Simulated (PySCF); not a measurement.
Highest occupied level (eV) of eight silicon and germanium compounds: PBE beside ωB97X, computed with PySCF for isolated molecules in the bases named; differences from unrounded values. The eight are the first of their class met in an unordered collection, after screening for sound electronic states; none was chosen by its value. Each molecule has one DFT geometry for both levels.

| molecule | basis | ωB97X | PBE | difference |
|---|---|---|---|---|
| CH5FOSi2, SMILES F[Si@H]1CO[SiH2]1 | def2-TZVP | -10.15 | -6.54 | 3.61 |
| Ge(H)3(SMe) (CH6GeS), SMILES C[S][GeH3] | def2-TZVPD | -9.15 | -5.60 | 3.55 |
| Si(H)(Cl)(OH)(OMe) (CH₅ClO₂Si), SMILES CO[SiH](O)Cl | def2-TZVP | -11.14 | -7.08 | 4.06 |
| C2H3ClN2Si, SMILES C1=N[SiH](N=C1)Cl | def2-TZVP | -10.45 | -6.56 | 3.89 |
| CH6ClFSi3, SMILES C1[SiH2][SiH2][Si@]1(Cl)F | def2-TZVP | -9.78 | -6.55 | 3.23 |
| 1,2-dihydrosiline (C5H8Si), SMILES [SiH2]1CC=CC=C1 | def2-TZVP | -8.71 | -5.53 | 3.18 |
| Si(OMe)2 (C2H6O2Si), SMILES CO[Si]OC (connectivity only; charge and spin as stated), neutral, multiplicity 1 | def2-TZVP | -9.34 | -5.84 | 3.50 |
| C₄H₇FSi, SMILES C[Si@H]1C=C[C@H]1F | def2-TZVP | -10.07 | -6.39 | 3.68 |

PBE lies below ωB97X in 0 and above it in 8 of the eight; the mean signed difference is 3.59 and the largest 4.06 eV.
